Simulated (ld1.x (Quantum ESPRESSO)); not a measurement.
Ta (Z = 73): PAW pseudisation with PBEsol, scalar-relativistic reference atom.

The input file (ld1.x (Quantum ESPRESSO) 7.5):

```
&input
   title='Ta', zed=73., rel=1, dft='PBESOL', iswitch=3,
   config='[Xe] 4f14 5d3 6s1 6p1',
   nld=3, rlderiv=3.05, eminld=-7.0, emaxld=5.0, deld=0.02
 /
 &inputp
   pseudotype=3, lpaw=.true., tm=.true., lloc=-1, rcloc=1.55,
   nlcc=.true., new_core_ps=.true.,
   which_augfun='PSQ', rmatch_augfun_nc=.true.,
   file_pseudopw='Ta.UPF', file_wfcaegen='ae.wfc', file_wfcncgen='nc.wfc', file_beta='beta', file_chi='chi', file_wfcusgen='us.wfc'
 /
6
5S  1  0   2.00   0.00  1.40  1.80  0.0
6S  2  0   1.00   0.00  1.40  1.80  0.0
5P  2  1   6.00   0.00  2.05  2.60  0.0
6P  3  1   1.00   0.00  2.05  2.60  0.0
5D  3  2   3.00   0.00  2.30  2.80  0.0
5D  3  2   0.00   2.05  2.30  2.80  0.0
 &test
   configts(1)='5s2 5p6 5d3 6s1 6p1'
 /
```

Command:

```bash
ld1.x < Ta.in > Ta.out
```

Output (shortened: banner, matrices, multipoles, cross overlaps and the repeated all-electron block are left out):

```
Program LD1 v.7.5
     --------------------------- All-electron run ----------------------------

     Ta
     scalar relativistic calculation

     atomic number is 73.00
     dft =PBESOL   lsd =0 sic =0 latt =0  beta=0.20 tr2=1.0E-14
     Exchange-correlation= PBESOL
                           (   1   4  10   8   0   0   0)
     mesh =1273 r(mesh) = 100.43799 a.u. xmin = -7.00 dx = 0.01250
     1 Ry =  13.60569312 eV, c = 137.03599908

     n l     nl                  e(Ry)          e(Ha)          e(eV)
     1 0     1S 1( 2.00)     -4950.0199     -2475.0100    -67348.4517
     2 0     2S 1( 2.00)      -850.5766      -425.2883    -11572.6844
     2 1     2P 1( 6.00)      -745.4457      -372.7229    -10142.3060
     3 0     3S 1( 2.00)      -194.9224       -97.4612     -2652.0540
     3 1     3P 1( 6.00)      -163.6598       -81.8299     -2226.7057
     4 0     4S 1( 2.00)       -39.8075       -19.9037      -541.6081
     4 1     4P 1( 6.00)       -29.5523       -14.7761      -402.0789
     3 2     3D 1(10.00)      -127.1807       -63.5904     -1730.3818
     5 0     5S 1( 2.00)        -5.4805        -2.7403       -74.5666
     5 1     5P 1( 6.00)        -3.0097        -1.5049       -40.9496
     4 2     4D 1(10.00)       -16.4316        -8.2158      -223.5632
     4 3     4F 1(14.00)        -1.9303        -0.9651       -26.2625
     5 2     5D 1( 3.00)        -0.3618        -0.1809        -4.9228
     6 0     6S 1( 1.00)        -0.4732        -0.2366        -6.4388
     6 1     6P 1( 1.00)        -0.1544        -0.0772        -2.1011

     final scf error:  3.0E-16 reached in  29 iterations

     Etot =  -31199.511796 Ry,  -15599.755898 Ha, -424490.983084 eV

     Ekin =   34282.814704 Ry,   17141.407352 Ha,  466441.456260 eV
     Encl =  -77061.375441 Ry,  -38530.687720 Ha,-1048473.425881 eV
     Eh   =   12199.805964 Ry,    6099.902982 Ha,  165986.816105 eV
     Exc  =    -620.757024 Ry,    -310.378512 Ha,   -8445.829569 eV

     normalization and overlap integrals

     s(1S/1S) =  1.000000  <r> =   0.0187  <r2> =    0.0005  r(max) =   0.0116
     s(2S/2S) =  1.000000  <r> =   0.0790  <r2> =    0.0074  r(max) =   0.0670
     s(2P/2P) =  1.000000  <r> =   0.0706  <r2> =    0.0061  r(max) =   0.0549
     s(3S/3S) =  1.000000  <r> =   0.2049  <r2> =    0.0480  r(max) =   0.1891
     s(3P/3P) =  1.000000  <r> =   0.2049  <r2> =    0.0487  r(max) =   0.1868
     s(4S/4S) =  1.000000  <r> =   0.4588  <r2> =    0.2377  r(max) =   0.4315
     s(4P/4P) =  1.000000  <r> =   0.4878  <r2> =    0.2708  r(max) =   0.4480
     s(3D/3D) =  1.000000  <r> =   0.1857  <r2> =    0.0404  r(max) =   0.1510
     s(5S/5S) =  1.000000  <r> =   1.0999  <r2> =    1.3605  r(max) =   0.9847
     s(5P/5P) =  1.000000  <r> =   1.2930  <r2> =    1.8992  r(max) =   1.1298
     s(4D/4D) =  1.000000  <r> =   0.5232  <r2> =    0.3175  r(max) =   0.4593
     s(4F/4F) =  1.000000  <r> =   0.6394  <r2> =    0.5209  r(max) =   0.4424
     s(5D/5D) =  1.000000  <r> =   2.1819  <r2> =    5.8260  r(max) =   1.5637
     s(6S/6S) =  1.000000  <r> =   3.2239  <r2> =   11.8320  r(max) =   2.7102
     s(6P/6P) =  1.000000  <r> =   4.6465  <r2> =   25.0464  r(max) =   3.7511

     ------------------------ End of All-electron run ------------------------

     --------------------- Generating PAW atomic setup --------------------

      Generating local potential from pseudized AE potential:
      Matching radius rcloc =   1.5500

      Local pseudo, rcloc= 1.544 Estimated cut-off energy=    10.46 Ry

      Computing core charge for nlcc:

       r > 0.88 : true rho core
      Core charge pseudized with two Bessel functions
      Integrated core pseudo-charge :  27.78
      Wfc-us  5S rcutus= 1.794  Estimated cut-off energy=    17.24 Ry
      Wfc-us  6S rcutus= 1.794  Estimated cut-off energy=    34.81 Ry
      Wfc-us  5P rcutus= 2.610  Estimated cut-off energy=    13.09 Ry
      Wfc-us  6P rcutus= 2.610  Estimated cut-off energy=    10.02 Ry
      Wfc-us  5D rcutus= 2.814  Estimated cut-off energy=    14.73 Ry
      Wfc-us  5D rcutus= 2.814  Estimated cut-off energy=    13.37 Ry

     Required augmentation: PSQ   radius:    2.800000

     Q pseudized with Bessel functions
     Expected ecutrho=     246.8289 due to l1=  0   l2=  0

     Estimated PAW energy = -716.794260 Ryd

     ------------------- End of pseudopotential generation -------------------

     Computing logarithmic derivative in   3.05204
     Computing logarithmic derivative in   3.05204
     Computing the partial wave expansion
     R is outside the sphere for l=    0 j= 0.00
     R is outside the sphere for l=    0 j= 0.00
     R is outside the sphere for l=    1 j= 0.00
     R is outside the sphere for l=    1 j= 0.00
     R is outside the sphere for l=    2 j= 0.00
     R is outside the sphere for l=    2 j= 0.00

     ---------------------- Testing the pseudopotential ----------------------

     Ta
     scalar relativistic calculation

     atomic number is 73.00   valence charge is 13.00
     dft = SLA  PW   PSX  PSC   lsd =0 sic =0 latt =0  beta=0.20 tr2=1.0E-14
     mesh =1273 r(mesh) = 100.43799 xmin = -7.00 dx = 0.01250

     n l     nl             e AE (Ry)        e PS (Ry)    De AE-PS (Ry)
     1 0     5S   1( 2.00)       -5.48054       -5.48049       -0.00005
     2 1     5P   1( 6.00)       -3.00974       -3.00970       -0.00004
     3 2     5D   1( 3.00)       -0.36182       -0.36180       -0.00002
     2 0     6S   1( 1.00)       -0.47324       -0.47324       -0.00001
     3 1     6P   1( 1.00)       -0.15443       -0.15443       -0.00000

     eps = 6.8E-15  iter =  6

     Etot =  -31199.511796 Ry,  -15599.755898 Ha, -424490.983084 eV
     Etotps =  -716.794252 Ry,    -358.397126 Ha,   -9752.482626 eV

     Ekin =     226.436943 Ry,     113.218472 Ha,    3080.831562 eV
     Encl =    -411.323957 Ry,    -205.661978 Ha,   -5596.347531 eV
     Ehrt =      88.850008 Ry,      44.425004 Ha,    1208.865938 eV
     Ecxc =    -620.757246 Ry,    -310.378623 Ha,   -8445.832595 eV
     (Ecc =     -97.082145 Ry,     -48.541073 Ha,   -1320.869878 eV)

     ---------------------- End of pseudopotential test ----------------------
```

Generation and configuration tests took about 2.7 s on one core of a shared server CPU.

Transferability test of the new file with ld1.x, input:

```
&input
   title='Ta', zed=73., rel=1, dft='PBESOL', iswitch=2,
   config='[Xe] 4f14 5d3 6s1 6p1'
 /
 &test
   file_pseudo='Ta.UPF', nconf=8,
   configts(1)='5s2 5p6 5d3 6s1 6p1',
   configts(2)='5s2 5p6 5d3 6s2 6p0',
   configts(3)='5s2 5p6 5d3 6s1 6p0',
   configts(4)='5s2 5p6 5d3 6s0 6p0',
   configts(5)='5s2 5p6 5d1 6s0 6p0',
   configts(6)='5s2 5p6 5d2 6s0 6p0',
   configts(7)='5s2 5p6 5d4 6s1 6p0',
   configts(8)='5s2 5p6 5d2 6s2 6p1'
 /
```

```bash
ld1.x < Ta.test.in > Ta.test.out
```

Pseudopotential blocks of its output, shortened (energy terms left out; the distinct warnings before each block abridged to one line each):

```
     ---------------------- Testing the pseudopotential ----------------------

     n l     nl             e AE (Ry)        e PS (Ry)    De AE-PS (Ry)
     1 0     5S   1( 2.00)       -5.48054       -5.48049       -0.00005
     2 1     5P   1( 6.00)       -3.00974       -3.00970       -0.00004
     3 2     5D   1( 3.00)       -0.36182       -0.36180       -0.00002
     2 0     6S   1( 1.00)       -0.47324       -0.47324       -0.00001
     3 1     6P   1( 1.00)       -0.15443       -0.15443       -0.00000

     eps = 7.6E-15  iter =  6

     Etot =  -31199.511796 Ry,  -15599.755898 Ha, -424490.983085 eV
     Etotps =  -716.794252 Ry,    -358.397126 Ha,   -9752.482625 eV

     ---------------------- End of pseudopotential test ----------------------

          ---------------------- Testing the pseudopotential ----------------------

     n l     nl             e AE (Ry)        e PS (Ry)    De AE-PS (Ry)
     1 0     5S   1( 2.00)       -5.36769       -5.36755       -0.00014
     2 1     5P   1( 6.00)       -2.89703       -2.89691       -0.00012
     3 2     5D   1( 3.00)       -0.26609       -0.26609        0.00000
     2 0     6S   1( 2.00)       -0.40207       -0.40207        0.00000
     3 1     6P   1( 0.00)       -0.10022       -0.10023        0.00001

     eps = 3.1E-15  iter = 16

     Etot =  -31199.822142 Ry,  -15599.911071 Ha, -424495.205551 eV
     Etotps =  -717.104671 Ry,    -358.552336 Ha,   -9756.706095 eV
     dEtot_ae =      -0.310346 Ry
     dEtot_ps =      -0.310419 Ry,   Delta E=       0.000074 Ry

     ---------------------- End of pseudopotential test ----------------------

          ---------------------- Testing the pseudopotential ----------------------

     n l     nl             e AE (Ry)        e PS (Ry)    De AE-PS (Ry)
     1 0     5S   1( 2.00)       -5.89872       -5.89817       -0.00054
     2 1     5P   1( 6.00)       -3.42933       -3.42890       -0.00043
     3 2     5D   1( 3.00)       -0.77413       -0.77399       -0.00013
     2 0     6S   1( 1.00)       -0.85692       -0.85690       -0.00002
     3 1     6P   1( 0.00)       -0.48399       -0.48400        0.00001

     eps = 9.7E-15  iter = 13

     Etot =  -31199.197040 Ry,  -15599.598520 Ha, -424486.700614 eV
     Etotps =  -716.479362 Ry,    -358.239681 Ha,   -9748.198326 eV
     dEtot_ae =       0.314756 Ry
     dEtot_ps =       0.314890 Ry,   Delta E=      -0.000134 Ry

     ---------------------- End of pseudopotential test ----------------------

          Warning: n=2, l=1 expected 0 nodes, found 1
     ---------------------- Testing the pseudopotential ----------------------

     n l     nl             e AE (Ry)        e PS (Ry)    De AE-PS (Ry)
     1 0     5S   1( 2.00)       -6.51098       -6.51119        0.00022
     2 1     5P   1( 6.00)       -4.04066       -4.04073        0.00007
     3 2     5D   1( 3.00)       -1.34681       -1.34684        0.00003
     2 0     6S   1( 0.00)       -1.35026       -1.35028        0.00003
     3 1     6P   1( 0.00)       -0.91157       -0.91182        0.00024

     eps = 7.4E-15  iter = 16

     Etot =  -31198.096293 Ry,  -15599.048146 Ha, -424471.724179 eV
     Etotps =  -715.378271 Ry,    -357.689136 Ha,   -9733.217225 eV
     dEtot_ae =       1.415503 Ry
     dEtot_ps =       1.415981 Ry,   Delta E=      -0.000477 Ry

     ---------------------- End of pseudopotential test ----------------------

          ---------------------- Testing the pseudopotential ----------------------

     n l     nl             e AE (Ry)        e PS (Ry)    De AE-PS (Ry)
     1 0     5S   1( 2.00)       -8.45043       -8.48361        0.03319  !
     2 1     5P   1( 6.00)       -5.92986       -5.95511        0.02524  !
     3 2     5D   1( 1.00)       -3.02357       -3.03723        0.01366  !
     2 0     6S   1( 0.00)       -2.68735       -2.69330        0.00595  !
     3 1     6P   1( 0.00)       -2.07937       -2.09213        0.01276  !

     eps = 6.5E-15  iter = 11

     Etot =  -31193.785766 Ry,  -15596.892883 Ha, -424413.076480 eV
     Etotps =  -711.056619 Ry,    -355.528309 Ha,   -9674.418150 eV
     dEtot_ae =       5.726030 Ry
     dEtot_ps =       5.737633 Ry,   Delta E=      -0.011603 Ry

     ---------------------- End of pseudopotential test ----------------------

          ---------------------- Testing the pseudopotential ----------------------

     n l     nl             e AE (Ry)        e PS (Ry)    De AE-PS (Ry)
     1 0     5S   1( 2.00)       -7.42917       -7.44155        0.01238  !
     2 1     5P   1( 6.00)       -4.93767       -4.94683        0.00915  !
     3 2     5D   1( 2.00)       -2.14097       -2.14528        0.00432
     2 0     6S   1( 0.00)       -1.98689       -1.98849        0.00161
     3 1     6P   1( 0.00)       -1.46220       -1.46534        0.00314

     eps = 6.8E-15  iter = 13

     Etot =  -31196.360954 Ry,  -15598.180477 Ha, -424448.113692 eV
     Etotps =  -713.640902 Ry,    -356.820451 Ha,   -9709.579109 eV
     dEtot_ae =       3.150842 Ry
     dEtot_ps =       3.153350 Ry,   Delta E=      -0.002508 Ry

     ---------------------- End of pseudopotential test ----------------------

          ---------------------- Testing the pseudopotential ----------------------

     n l     nl             e AE (Ry)        e PS (Ry)    De AE-PS (Ry)
     1 0     5S   1( 2.00)       -5.24335       -5.24059       -0.00276
     2 1     5P   1( 6.00)       -2.78179       -2.77999       -0.00180
     3 2     5D   1( 4.00)       -0.19584       -0.19579       -0.00006
     2 0     6S   1( 1.00)       -0.36671       -0.36698        0.00026
     3 1     6P   1( 0.00)       -0.08686       -0.08706        0.00020

     eps = 6.0E-15  iter = 18

     Etot =  -31199.668077 Ry,  -15599.834039 Ha, -424493.109397 eV
     Etotps =  -716.950123 Ry,    -358.475062 Ha,   -9754.603363 eV
     dEtot_ae =      -0.156281 Ry
     dEtot_ps =      -0.155871 Ry,   Delta E=      -0.000410 Ry

     ---------------------- End of pseudopotential test ----------------------

          ---------------------- Testing the pseudopotential ----------------------

     n l     nl             e AE (Ry)        e PS (Ry)    De AE-PS (Ry)
     1 0     5S   1( 2.00)       -5.63966       -5.64466        0.00500
     2 1     5P   1( 6.00)       -3.15620       -3.15971        0.00351
     3 2     5D   1( 2.00)       -0.45534       -0.45623        0.00089
     2 0     6S   1( 2.00)       -0.51755       -0.51752       -0.00003
     3 1     6P   1( 1.00)       -0.17221       -0.17215       -0.00006

     eps = 7.7E-15  iter = 15

     Etot =  -31199.599203 Ry,  -15599.799601 Ha, -424492.172314 eV
     Etotps =  -716.881543 Ry,    -358.440771 Ha,   -9753.670275 eV
     dEtot_ae =      -0.087407 Ry
     dEtot_ps =      -0.087291 Ry,   Delta E=      -0.000116 Ry

     ---------------------- End of pseudopotential test ----------------------
```
